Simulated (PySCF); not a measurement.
Al(Me)(SiH3)2 (CH9AlSi2), SMILES [CH3][Al]([SiH3])[SiH3].

Geometry: PBE-D3(BJ)/def2-SVP. The structure was generated by enumeration; whether it is a known compound was not checked.

All values below come from PBE-D3(BJ)/def2-SVP run with PySCF.

Frequencies are harmonic and unscaled.

A small imaginary wavenumber (i) marks a very flat motion, where grid noise or a shallow saddle decides the sign.

Q: Give all harmonic wavenumbers and intensities. (The exact figures need the calculation; the answer reports its results.)

A: 
| mode | ν (cm⁻¹) | IR (km/mol) | moving atoms (share of kinetic energy) |
|---|---|---|---|
| 1 | 23i | 0.0 | H 99 % |
| 2 | 14 | 0.0 | H 96 % |
| 3 | 18 | 0.2 | H 94 % |
| 4 | 76 | 3.4 | Si 52 %, H 23 %, Al 17 % |
| 5 | 126 | 4.9 | C 37 %, H 36 %, Si 20 % |
| 6 | 126 | 8.1 | Al 54 %, H 32 % |
| 7 | 301 | 2.0 | Si 63 %, C 13 %, Al 13 %, H 11 % |
| 8 | 359 | 0.3 | H 90 %, Si 10 % |
| 9 | 366 | 5.9 | H 62 %, Si 23 %, Al 15 % |
| 10 | 393 | 10.6 | H 83 %, Si 10 % |
| 11 | 437 | 26.5 | Al 42 %, H 38 %, Si 20 % |
| 12 | 457 | 2.4 | H 80 %, Si 14 % |
| 13 | 584 | 11.2 | H 69 %, C 17 %, Al 12 % |
| 14 | 637 | 59.5 | C 39 %, Al 39 %, H 22 % |
| 15 | 671 | 148.6 | H 74 %, C 18 % |
| 16 | 807 | 268.8 | H 89 %, Si 10 % |
| 17 | 829 | 88.7 | H 91 %, Si 8 % |
| 18 | 897 | 41.6 | H 98 % |
| 19 | 899 | 21.6 | H 98 % |
| 20 | 900 | 2.6 | H 98 % |
| 21 | 905 | 53.5 | H 98 % |
| 22 | 1156 | 13.2 | H 80 %, C 20 % |
| 23 | 1365 | 0.4 | H 96 % |
| 24 | 1372 | 4.9 | H 95 % |
| 25 | 2118 | 75.6 | H 99 % |
| 26 | 2122 | 49.4 | H 99 % |
| 27 | 2130 | 0.5 | H 96 % |
| 28 | 2132 | 148.8 | H 96 % |
| 29 | 2138 | 101.8 | H 96 % |
| 30 | 2139 | 85.6 | H 96 % |
| 31 | 2955 | 1.5 | H 97 % |
| 32 | 3044 | 3.7 | H 91 %, C 9 % |
| 33 | 3077 | 2.1 | H 91 %, C 9 % |
